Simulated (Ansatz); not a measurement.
Ansatz (an electronic-structure program) input file for Ge(H)3(OAc) (C2H6GeO2), SMILES CC(=O)[O][GeH3], PBE-D3(BJ)/def2-SVP. 

Ansatz 0.2 input:
```yaml
crystal:
  periodic: [false, false, false]
  atoms:
    - {symbol: Ge, position_ang: [-0.03347367, 1.30077049, 0.00000000]}
    - {symbol: O, position_ang: [-0.75072607, -0.40159163, -0.00000000]}
    - {symbol: C, position_ang: [0.15104595, -1.38934039, 0.00000000]}
    - {symbol: C, position_ang: [-0.48033670, -2.75863957, -0.00000000]}
    - {symbol: O, position_ang: [1.34431571, -1.17471480, -0.00000000]}
    - {symbol: H, position_ang: [0.78367441, 1.49696056, -1.28317396]}
    - {symbol: H, position_ang: [-1.31645183, 2.14669783, -0.00000000]}
    - {symbol: H, position_ang: [0.78367442, 1.49696056, 1.28317395]}
    - {symbol: H, position_ang: [0.29810613, -3.53049911, -0.00000001]}
    - {symbol: H, position_ang: [-1.12540915, -2.86822213, -0.88517819]}
    - {symbol: H, position_ang: [-1.12540915, -2.86822213, 0.88517820]}
basis:
  gaussian:
    orbitals: def2-SVP
hamiltonian:
  xc: pbe
  dispersion: d3bj
relax: {f_tol: 0.002, max_steps: 200}
```

Output:

```
WARN ansatz: RAYON_NUM_THREADS=1 ignored (pool sized by the plan → 1); use --threads N
Functional definition: PBE
integrals: 0.06 GiB planned
1301 factors; their error is unknown
mean field: 0.34 GiB planned
mean field evaluation 1: about -62748.2919 eV, gradient 6.9e1 eV
mean field evaluation 2: about -62717.6242 eV, gradient 1.4e2 eV
mean field evaluation 4: about -62756.8696 eV, gradient 1.8e1 eV
mean field evaluation 8: about -62757.4503 eV, gradient 1.3e-1 eV
mean field evaluation 16: about -62757.3871 eV, gradient 1.1e-3 eV
mean field -62757.38709464 eV, -2306.2914372432 hartree, gradient 5.9e-5 eV, S^2 0.000000; 0 other end points of the search recorded, 0 dependent functions left out
the calculation of the forces begins
reference -62757.38713334 eV, -2306.2914386655 hartree; 33, 33 occupied and 85, 85 virtual orbitals, 1301 factors
relax step   1: F+E_penalty+E_count = -62757.59191100 eV  Δ(F+E_penalty+E_count) = +0.000e0 eV  max|allowed force component| = 9.346e-1 eV/Å  Δτ_max = 0.0000 Å  (29 SCF iters, accepted)
these checks for a lower state are left out or cut short: starts, cluster_reference, orbital_swaps, neighbouring_geometries, increment
integrals: 0.06 GiB planned
1301 factors; their error is unknown
mean field: 0.34 GiB planned
mean field -62757.40276435 eV, -2306.2920130946 hartree, gradient 1.8e-5 eV, S^2 0.000000; 0 other end points of the search recorded, 0 dependent functions left out
the calculation of the forces begins
reference -62757.40280311 eV, -2306.2920145188 hartree; 33, 33 occupied and 85, 85 virtual orbitals, 1301 factors
relax step   2: F+E_penalty+E_count = -62757.60730626 eV  Δ(F+E_penalty+E_count) = -1.540e-2 eV  max|allowed force component| = 2.248e-1 eV/Å  Δτ_max = 0.0157 Å  (32 SCF iters, accepted)
these checks for a lower state are left out or cut short: starts, cluster_reference, orbital_swaps, neighbouring_geometries, increment
integrals: 0.06 GiB planned
1301 factors; their error is unknown
mean field: 0.34 GiB planned
mean field evaluation 32: about -62757.4056 eV, gradient 9.9e-4 eV
mean field -62757.40558795 eV, -2306.2921168600 hartree, gradient 1.8e-5 eV, S^2 0.000000; 0 other end points of the search recorded, 0 dependent functions left out
the calculation of the forces begins
reference -62757.40562673 eV, -2306.2921182848 hartree; 33, 33 occupied and 85, 85 virtual orbitals, 1301 factors
relax step   3: F+E_penalty+E_count = -62757.61005747 eV  Δ(F+E_penalty+E_count) = -2.751e-3 eV  max|allowed force component| = 3.905e-2 eV/Å  Δτ_max = 0.0169 Å  (32 SCF iters, accepted)
these checks for a lower state are left out or cut short: starts, cluster_reference, orbital_swaps, neighbouring_geometries, increment
integrals: 0.06 GiB planned
1301 factors; their error is unknown
mean field: 0.34 GiB planned
mean field -62757.40597861 eV, -2306.2921312165 hartree, gradient 1.8e-5 eV, S^2 0.000000; 0 other end points of the search recorded, 0 dependent functions left out
the calculation of the forces begins
reference -62757.40601737 eV, -2306.2921326406 hartree; 33, 33 occupied and 85, 85 virtual orbitals, 1301 factors
relax step   4: F+E_penalty+E_count = -62757.61067306 eV  Δ(F+E_penalty+E_count) = -6.156e-4 eV  max|allowed force component| = 3.748e-2 eV/Å  Δτ_max = 0.0151 Å  (32 SCF iters, accepted)
these checks for a lower state are left out or cut short: starts, cluster_reference, orbital_swaps, neighbouring_geometries, increment
integrals: 0.06 GiB planned
1301 factors; their error is unknown
mean field: 0.34 GiB planned
mean field -62757.40602961 eV, -2306.2921330906 hartree, gradient 1.8e-5 eV, S^2 0.000000; 0 other end points of the search recorded, 0 dependent functions left out
the calculation of the forces begins
reference -62757.40606836 eV, -2306.2921345147 hartree; 33, 33 occupied and 85, 85 virtual orbitals, 1301 factors
relax step   5: F+E_penalty+E_count = -62757.61081859 eV  Δ(F+E_penalty+E_count) = -1.455e-4 eV  max|allowed force component| = 2.123e-2 eV/Å  Δτ_max = 0.0133 Å  (32 SCF iters, accepted)
these checks for a lower state are left out or cut short: starts, cluster_reference, orbital_swaps, neighbouring_geometries, increment
integrals: 0.06 GiB planned
1301 factors; their error is unknown
mean field: 0.34 GiB planned
mean field -62757.40605248 eV, -2306.2921339309 hartree, gradient 8.1e-6 eV, S^2 0.000000; 0 other end points of the search recorded, 0 dependent functions left out
the calculation of the forces begins
reference -62757.40609122 eV, -2306.2921353547 hartree; 33, 33 occupied and 85, 85 virtual orbitals, 1301 factors
relax step   6: F+E_penalty+E_count = -62757.61087832 eV  Δ(F+E_penalty+E_count) = -5.973e-5 eV  max|allowed force component| = 6.387e-3 eV/Å  Δτ_max = 0.0043 Å  (24 SCF iters, accepted)
these checks for a lower state are left out or cut short: starts, cluster_reference, orbital_swaps, neighbouring_geometries, increment
integrals: 0.06 GiB planned
1301 factors; their error is unknown
mean field: 0.34 GiB planned
mean field -62757.40605169 eV, -2306.2921339018 hartree, gradient 8.3e-5 eV, S^2 0.000000; 0 other end points of the search recorded, 0 dependent functions left out
the calculation of the forces begins
reference -62757.40609043 eV, -2306.2921353256 hartree; 33, 33 occupied and 85, 85 virtual orbitals, 1301 factors
relax step   7: F+E_penalty+E_count = -62757.61087855 eV  Δ(F+E_penalty+E_count) = -2.269e-7 eV  max|allowed force component| = 4.563e-3 eV/Å  Δτ_max = 0.0009 Å  (20 SCF iters, accepted)
these checks for a lower state are left out or cut short: starts, cluster_reference, orbital_swaps, neighbouring_geometries, increment
integrals: 0.06 GiB planned
1301 factors; their error is unknown
mean field: 0.34 GiB planned
mean field evaluation 64: about -62757.4706 eV, gradient 1.9e-1 eV
mean field -62757.40605125 eV, -2306.2921338858 hartree, gradient 9.7e-6 eV, S^2 0.000000; 0 other end points of the search recorded, 0 dependent functions left out
the calculation of the forces begins
reference -62757.40608999 eV, -2306.2921353096 hartree; 33, 33 occupied and 85, 85 virtual orbitals, 1301 factors
relax step   8: F+E_penalty+E_count = -62757.61088131 eV  Δ(F+E_penalty+E_count) = -2.767e-6 eV  max|allowed force component| = 9.860e-4 eV/Å  Δτ_max = 0.0008 Å  (22 SCF iters, accepted)
integrals: 0.06 GiB planned
1301 factors; their error is unknown
mean field: 0.34 GiB planned
mean field -62757.40605125 eV, -2306.2921338858 hartree, gradient 9.6e-6 eV, S^2 0.000000; 1 other end points of the search recorded, 0 dependent functions left out
the calculation of the forces begins
reference -62757.40608999 eV, -2306.2921353096 hartree; 33, 33 occupied and 85, 85 virtual orbitals, 1301 factors
Total energy: -62757.61092006 eV, -2306.2996626755 hartree
Atom 0 at    -0.021336     1.294529     0.000000 Å, force     0.000014     0.000596     0.000000 eV/Å
Atom 1 at    -0.802441    -0.402186    -0.000000 Å, force     0.000226    -0.000245    -0.000000 eV/Å
Atom 2 at     0.125431    -1.375507    -0.000000 Å, force     0.000986    -0.000953     0.000000 eV/Å
Atom 3 at    -0.475728    -2.760879     0.000000 Å, force    -0.000833     0.000540     0.000000 eV/Å
Atom 4 at     1.325237    -1.131044    -0.000000 Å, force    -0.000968     0.000552    -0.000000 eV/Å
Atom 5 at     0.800126     1.479117    -1.293428 Å, force     0.000127    -0.000126     0.000198 eV/Å
Atom 6 at    -1.300287     2.165333    -0.000000 Å, force    -0.000213    -0.000062     0.000000 eV/Å
Atom 7 at     0.800126     1.479117     1.293428 Å, force     0.000127    -0.000126    -0.000198 eV/Å
Atom 8 at     0.325186    -3.519832     0.000000 Å, force     0.000068    -0.000221    -0.000000 eV/Å
Atom 9 at    -1.123652    -2.889245    -0.889696 Å, force     0.000232     0.000022     0.000204 eV/Å
Atom 10 at    -1.123652    -2.889244     0.889696 Å, force     0.000232     0.000022    -0.000204 eV/Å
Dipole moment:    -0.261276     0.048624    -0.000000 e Å
```

Self-consistency was reached.
